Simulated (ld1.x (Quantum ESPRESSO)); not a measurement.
# What the settings do to the TM potential of cadmium (Cd)

Base potential:

ld1.x (Quantum ESPRESSO) 7.5 input, shortened:

```
&input
   title='Cd', zed=48., rel=2, dft='PBE', iswitch=3,
   config='[Kr] 4d10 5s2 5p0', rel_dist='average'
 /
 &inputp
   pseudotype=2, tm=.true., lloc=0,
   nlcc=.true., new_core_ps=.true., rcore=1.30
 /
3
5P  2  1   0.00   0.00  3.10  3.10  0.0
4D  3  2  10.00   0.00  1.60  1.60  0.0
5S  1  0   2.00   0.00  1.80  1.80  0.0
 &test
   configts(1)='4d10 5s2 5p0'
 /
```

Open shells are filled in proportion to 2j + 1 (rel_dist='average').

Cutoffs, loose and tight: the cutoffs (Ry, on a coarse ladder) from which the occupation-weighted sum of valence levels, in a spherical-Bessel basis at the reference potential, stays within 10 and 1 mRy of its value at 400 Ry. They do not see the model core or the augmentation charge, which bear on the density cutoff. Test errors are all-electron minus pseudo excitation energies from the reference, over the configurations 4d10 5s1 5p0; 4d10 5s0 5p0; 4d9 5s0 5p0; 4d10 5s1.5 5p0; 4d10 5s0 5p2; 4d10 5s1 5p1; 4d9 5s2 5p0. A dash means not determined; rows that change the core or the reference have their own tests. The largest error is taken over the tests solved by every variant that gives reliable tests at all: 4d10 5s0 5p0; 4d10 5s0 5p2; 4d10 5s1 5p0; 4d10 5s1 5p1; 4d9 5s0 5p0.

A true bound ghost makes a file unfit for plane-wave use even where its test errors are small: the radial tests pick states by their node count and pass the ghost by. Where a test does run into it, the solver fails or the error is huge.

```tsv
change	outcome	cutoff, loose	cutoff, tight	bound ghosts	largest test error (meV)
base	generated	70 Ry	110 Ry	none	-230
all radii but the core radius scaled by about 0.77 (s 1.38, p 2.40, d 1.24 bohr)	generated	110 Ry	180 Ry	p3/2, p1/2	-285
all radii but the core radius scaled by about 0.95 (s 1.70, p 2.94, d 1.52 bohr)	generated	80 Ry	120 Ry	none	-232
all radii but the core radius scaled by about 1.04 (s 1.86, p 3.22, d 1.66 bohr)	generated	70 Ry	110 Ry	none	-228
all radii but the core radius scaled by about 1.09 (s 1.96, p 3.38, d 1.74 bohr)	generated	70 Ry	110 Ry	none	-224
all radii but the core radius scaled by about 1.16 (s 2.08, p 3.58, d 1.86 bohr)	generated	60 Ry	100 Ry	none	-220
all radii but the core radius scaled by about 1.23 (s 2.22, p 3.80, d 1.96 bohr)	generated	60 Ry	100 Ry	none	-219
all radii but the core radius scaled by about 1.38 (s 2.48, p 4.28, d 2.20 bohr)	generated	50 Ry	90 Ry	none	-239
```

(1) What comes out with this change to the base: all radii but the core radius scaled by about 0.90 (s 1.60, p 2.78, d 1.44 bohr)?

(2) What comes out with this change to the base: all radii but the core radius scaled by about 0.84 (s 1.52, p 2.62, d 1.34 bohr)?

(3) What comes out with this change to the base: all radii but the core radius scaled by about 1.32 (s 2.38, p 4.10, d 2.12 bohr)?

## Answers

(1) outcome: generated; cutoff, loose: 80 Ry; cutoff, tight: 140 Ry; bound ghosts: none; largest test error (meV): -235.

(2) outcome: generated; cutoff, loose: 90 Ry; cutoff, tight: 140 Ry; bound ghosts: p1/2; largest test error (meV): -244.

(3) outcome: generated; cutoff, loose: 55 Ry; cutoff, tight: 90 Ry; bound ghosts: none; largest test error (meV): -231.

Reading the sweep of the scale of all radii but the core radius (base = 1) (base included, trends over the rows without a ghost): The loose cutoff falls from 80 Ry at 0.9 to 50 Ry at 1.38. A larger radius leaves more room for a smooth pseudo-wave, so fewer plane waves are needed; a smaller one forces it to follow the all-electron wave where it bends sharply. The median size of the test errors (rows with all tests solved) rises from 2.9 meV at 0.9 to 29.8 meV at 1.38, with one reversal. More of the atom is replaced by a form fitted at one configuration, so other configurations suffer as the radius grows. Bound ghosts are found at 0.77, 0.84.
